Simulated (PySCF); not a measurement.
C2H5FOSi2. Atoms are numbered in the order given.

```xyz
11

O     -1.6897     1.7430    -0.2067
C     -0.8855     0.8424    -0.3226
C      0.1147     0.6549    -1.4748
Si     1.6293     0.0084    -0.4524
Si    -0.1671    -0.4589     1.0080
F     -0.7749    -1.9826     0.8377
H     -0.2211    -0.2316    -2.0641
H      0.1875     1.5293    -2.1525
H      2.5372     1.1197    -0.0061
H      2.3981    -1.0908    -1.1247
H     -0.2566    -0.1030     2.4665
```

Geometry: PBE-D3(BJ)/def2-SVP. The structure was generated by enumeration; whether it is a known compound was not checked.

Level of theory: PBE-D3(BJ)/def2-SVP in PySCF 2.14.0.

Frequencies are harmonic and unscaled.

Computed harmonic wavenumbers and intensities:
```tsv
mode	ν (cm⁻¹)	IR (km/mol)	moving atoms (share of kinetic energy)
1	64	2.6	C 29 %, O 25 %, H 21 %, F 15 %, Si 10 %
2	119	5.1	F 45 %, Si 23 %, O 17 %, C 9 %
3	155	4.2	F 44 %, Si 26 %, H 20 %
4	289	0.1	O 43 %, H 18 %, Si 17 %, C 17 %
5	343	5.5	Si 44 %, H 33 %, O 11 %, C 10 %
6	379	5.6	Si 53 %, H 36 %
7	441	8.1	H 53 %, Si 39 %
8	501	5.3	C 44 %, H 31 %, Si 17 %
9	527	9.9	H 75 %, C 13 %
10	571	18.8	C 39 %, H 33 %, Si 18 %, O 9 %
11	607	45.8	H 63 %, Si 16 %, C 15 %
12	662	55.2	H 59 %, C 21 %, Si 19 %
13	672	14.3	H 47 %, C 37 %, Si 10 %
14	744	40.9	H 63 %, C 28 %
15	784	17.0	H 71 %, F 13 %, C 12 %
16	856	165.6	F 41 %, Si 40 %, H 16 %
17	885	52.0	H 86 %, Si 9 %
18	941	32.1	H 62 %, C 34 %
19	1011	56.9	C 56 %, H 41 %
20	1054	4.1	H 61 %, C 34 %
21	1312	18.1	H 91 %, C 9 %
22	1762	195.4	C 60 %, O 39 %
23	2158	130.3	H 96 %
24	2169	62.7	H 98 %
25	2189	70.3	H 96 %
26	2955	0.5	H 94 %
27	3063	1.2	H 91 %, C 9 %
```
